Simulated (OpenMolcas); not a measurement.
A calculation on Ag VII.

```json
{
 "Program": "OpenMolcas",
 "Method": "CASSCF",
 "Basis": "ANO-RCC-VQZP [8s7p5d3f2g1h]",
 "Scalar Hamiltonian": "DKH2, point nucleus",
 "Active space": "5 electrons in 10 orbitals (4d 5d)",
 "State averaging": "2S+1 = 6 even, 1 root; 2S+1 = 4 even, 24 roots; 2S+1 = 2 even, 67 roots",
 "Spin-orbit coupling": "RASSI with atomic mean-field integrals over the reference wave functions, term energies averaged over their components"
}
```

Which level of the active space comes out lowest?

4d⁵ ⁶S_5/2, with 98 % of that term; it is also the measured ground level.

How high does 4d⁵ ⁴G_7/2 lie?

35460 cm⁻¹ above the lowest level; measured 30378 cm⁻¹ above the ground level, so the calculation is off by +17 %.

How high does 4d⁵ ²I_11/2 lie?

50495 cm⁻¹ above the lowest level; measured 44011 cm⁻¹ above the ground level, so the calculation is off by +15 %.

How high does 4d⁵ ⁴D_1/2 lie?

45328 cm⁻¹ above the lowest level; measured 38685 cm⁻¹ above the ground level, so the calculation is off by +17 %.

The level at 38564 cm⁻¹ has J = 5/2. What is it made of, and what is its g factor?

57 % 4d⁵ ⁴P_5/2, 33 % 4d⁵ ⁴D, 5 % 4d⁵ ²D(1); g = 1.468, against 1.601 from Landé's formula for the pure leading term.

Measured values: the list in Gamrath, thesis, University of Mons (2023).

Without dynamic correlation excited terms often stand tens of per cent too high (terms of higher spin than the ground term too low), and those without a measured partner can miss by more than the paired ones. Active for correlation alone: 5d; no level in the range computed is led by a configuration that fills it, so any true level of that kind is missing. Measured partners are found by configuration, term and J. A level has none where our copy of the source lacks it or the pairing is in doubt (some pairs that miss far off the trend of their configuration count as doubtful), and it then counts in no deviation. Only configurations of the active space appear.

A number in round brackets counts repeated terms of one configuration in the order of the reference energies.
